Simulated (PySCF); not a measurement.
Computed vibrations of [Nd(H2O)2]2+

[Nd(H2O)2]2+ (singlet in the valence; each metal's 4f electrons, 4 of them, lie in its core potential, out of spins and levels). PySCF 2.14.0, RKS PBE0, Nd lcecp-0-SVP with ECP50, O def2-SVP, H def2-SVP; non-relativistic Hamiltonian with scalar-relativistic core potentials where named; density fitting; no spin-orbit coupling. Central differences of gradients.

```xyz
7

Nd    0.0000    0.0000    0.0000
O     0.0000    0.0000    2.5317
H     0.5397    0.5397    3.1365
H    -0.5397   -0.5397    3.1365
O     0.0000    0.0000   -2.5317
H     0.5397   -0.5397   -3.1365
H    -0.5397    0.5397   -3.1365
```

Run from Python with OMP_NUM_THREADS=2. Where DIIS fails, smearing, a level shift and second-order steps follow.
It took 25 s on 2 threads of Arm Neoverse V1 (shared host).

(1) What are the harmonic wavenumbers and infrared intensities?

(2) Is this a minimum?

An lcecp potential fixes the number of 4f electrons, so in runs with it no electron can move into or out of that shell; real Nd(II) is rare or takes another configuration.

## Answers

(1) Modes are labelled in D2d; negative numbers are unstable modes, those under 60 cm⁻¹ near the noise; a finer grid moves soft modes by up to 10 cm⁻¹.
| cm⁻¹ | km/mol | symmetry |
| --- | --- | --- |
| -25 | – | e |
| -25 | – | e |
| 115 | 0.0 | b1 |
| 292 | 0.0 | a1 |
| 300 | 32.5 | b2 |
| 521 | 45.1 | e |
| 521 | 45.1 | e |
| 555 | 382.6 | e |
| 555 | 382.6 | e |
| 1682 | 212.8 | b2 |
| 1684 | 0.0 | a1 |
| 3756 | 479.2 | b2 |
| 3759 | 0.0 | a1 |
| 3814 | 267.9 | e |
| 3814 | 267.9 | e |

(2) Probably not: 2 unstable, though so soft as to be near the noise; the lowest moves the atoms so:
```
Nd  -0.07 -0.05  0.00
O    0.28  0.18  0.00
H    0.36  0.23 -0.11
H    0.36  0.23  0.11
O    0.28  0.18  0.00
H    0.37  0.24  0.03
H    0.37  0.24 -0.03
```
